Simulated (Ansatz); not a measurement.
H4Sn (SMILES [SnH4]) moved off its minimum; all values from Ansatz (a first-principles code), cores frozen in correlated methods. Elements past Kr take the def2 small-core potentials, without spin–orbit coupling.
(charge 0, multiplicity 1)
```xyz
5

Sn    -0.01480    -0.02753     0.14305
H     -1.10570     1.15526    -0.37450
H      0.23052    -1.13556    -1.27675
H     -0.50879    -0.94513     1.42065
H      1.58998     0.82439     0.33718
```

Problem. Give the forces (eV/Å), the total energy and the dipole at CCSD(T)/def2-TZVPPD.

Solution. 
```tsv
atom	Fx	Fy	Fz
Sn1	1.858	0.195	-1.879
H2	-0.373	0.255	0.041
H3	-0.160	0.595	0.853
H4	-0.273	-0.428	0.896
H5	-1.052	-0.616	0.090
```
Energy -215.7976 hartree, dipole 0.73 D.
